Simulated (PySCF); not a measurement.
**EPR parameters of C6H5FN**

Species: C₆H₅FN (doublet state).
Structure used (GFN2-xTB), in Å, numbered top down from 1:
```
atom  x, y, z in Å
C1     2.2738    0.8556   -0.6086
C2     1.5695   -0.0077    0.1472
C3     0.1569   -0.0881    0.0968
C4    -0.6829   -0.9626    0.8494
C5    -1.9478   -0.6540    0.4439
F6    -3.0987   -1.1909    0.8494
C7    -1.8391    0.3998   -0.5447
N8    -0.5939    0.7206   -0.7369
H9     1.7578    1.5173   -1.2824
H10    3.3474    0.9085   -0.5631
H11    2.0679   -0.6819    0.8315
H12   -0.3679   -1.6915    1.5677
H13   -2.6475    0.8752   -1.0679
```

The hyperfine couplings belong to this conformer and change with its torsions.

The species is `C=CC1=CC(F)=C[N]1` [radical].

Computed, not measured: UKS B3LYP, pcH-1 on C F H N, non-relativistic, mean-field spin-orbit, GIAO (PySCF). Geometry: GFN2-xTB, one conformer, isolated molecule. Couplings are sensitive to structure, and on GFN2-xTB geometries they can be far from those on DFT ones. The SCF solution wasn't tested for stability. ⟨S²⟩ is 0.775 where a pure state has 0.75.

- g1, g2, g3: 2.00213, 2.00267, 2.00368
- g_iso: 2.00283
- Form of g: rhombic: the two nearest values differ by 35 % of g3 − g1
- ⟨S²⟩: 0.7753 (exact 0.7500)
- HOMO–LUMO gap, α and β orbitals: 5.05, 3.11 eV
- Total energy: -386.18183 Eh
- Basis functions: 250

Isotropic coupling and dipolar principal values T1 to T3, in 10⁻⁴ cm⁻¹ (1 × 10⁻⁴ cm⁻¹ = 2.998 MHz):

| atom | isotope | a_iso | T1 | T2 | T3 | Mulliken spin population |
| --- | --- | --- | --- | --- | --- | --- |
| C1 | 13C | 11.3 | -11.0 | -10.6 | 21.6 | 0.43 |
| C2 | 13C | -10.8 | -6.7 | 2.8 | 4.0 | -0.18 |
| C3 | 13C | 14.0 | -11.8 | -11.6 | 23.3 | 0.41 |
| C4 | 13C | -8.0 | -3.9 | 1.8 | 2.1 | -0.11 |
| C5 | 13C | 5.4 | -7.8 | -7.2 | 15.0 | 0.23 |
| F6 | 19F | 16.0 | -32.0 | -29.1 | 61.1 | 0.03 |
| C7 | 13C | 4.8 | -7.5 | -7.1 | 14.6 | 0.26 |
| N8 | 14N | -0.9 | -0.1 | 0.0 | 0.2 | -0.04 |
| H9 | 1H | -8.7 | -4.2 | -0.6 | 4.9 | -0.02 |
| H10 | 1H | -9.0 | -5.3 | -0.3 | 5.6 | -0.02 |
| H11 | 1H | 2.7 | -1.2 | -0.4 | 1.5 | 0.01 |
| H12 | 1H | 1.3 | -1.0 | 0.0 | 1.0 | 0.00 |
| H13 | 1H | -6.9 | -3.8 | -0.7 | 4.4 | -0.01 |

The largest Mulliken spin populations are on C1 (+0.43), C3 (+0.41), C7 (+0.26) and C5 (+0.23). Four atoms exceed +0.15.

Axes: g1 is normal to the molecular plane, g2 points within 4° of the C2–C3 bond and g3 points within 10° of the C5–C7 bond.

Under fast tumbling the dipolar parts average out, and these isotropic splittings remain (the largest six): 1 × 19F (F6, I = 1/2, 2 lines) with 1.71 mT, 1 × 1H (H10, I = 1/2, 2 lines) with 0.96 mT, 1 × 1H (H9, I = 1/2, 2 lines) with 0.93 mT, 1 × 1H (H13, I = 1/2, 2 lines) with 0.74 mT, 1 × 1H (H11, I = 1/2, 2 lines) with 0.29 mT and 1 × 1H (H12, I = 1/2, 2 lines) with 0.14 mT.

The 13C coupling of C3 (42.0 MHz) shows only in satellite lines or after enrichment, since that isotope makes up about 1.07 % of natural carbon.
